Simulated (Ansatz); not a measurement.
Ansatz (a first-principles code) input:

Ansatz 0.2 input:
```yaml
crystal:
  periodic: [false, false, false]
  atoms:
    - {symbol: O, position_ang: [-2.29498845, -0.38450251, 0.52044252]}
    - {symbol: C, position_ang: [-1.11923642, -0.13436138, 0.22358043]}
    - {symbol: C, position_ang: [0.06915368, 0.01046777, -0.01504621]}
    - {symbol: C, position_ang: [1.34764172, 0.17449399, -0.27643776]}
    - {symbol: O, position_ang: [2.44560772, 0.31497140, -0.50070003]}
    - {symbol: H, position_ang: [-2.99030809, 0.25264660, 0.24948128]}
basis:
  gaussian:
    orbitals: def2-TZVP
hamiltonian:
  xc: b3lyp
  dispersion: d3bj
total_charge: 1
phonons: {temperatures: {t_min: 298.15, t_max: 298.15, t_step: 100}}
```

Task: What final total energy does it print?

Result: -265.09338 Eh (B3LYP-D3(BJ)/def2-TZVP). The basis has 161 functions. The run takes roughly 60 core-seconds.

It need not be the lowest isomer of its formula.
